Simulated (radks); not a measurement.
Spherical jellium clusters: N electrons in a uniform positive sphere of charge N and radius rs N^(1/3), rs = 5.79 bohr. Method: non-relativistic Kohn-Sham, PBEsol, spin-polarised, spherical densities; computed with a radial shooting solver with Libxc functionals. Levels are named by radial order and angular momentum (1s, 1p, 1d, 2s, ...), and open shells are averaged over m.

N = 11, configuration 1s2 1p6 1d(up 3, down 0). This is the lowest configuration that the search found. Occupied levels:

| level | occupation | eigenvalue (eV) | <r> (bohr) |
|---|---|---|---|
| 1s up | 1 | -3.2039 | 8.719 |
| 1s down | 1 | -3.0872 | 7.827 |
| 1p up | 3 | -2.7440 | 9.882 |
| 1p down | 3 | -2.5123 | 9.433 |
| 1d up | 3 | -2.1070 | 10.83 |

Energy (eV): total -18.6267, kinetic 10.410, external -305.51, Hartree 152.47, exchange-correlation -29.411, background 153.42.
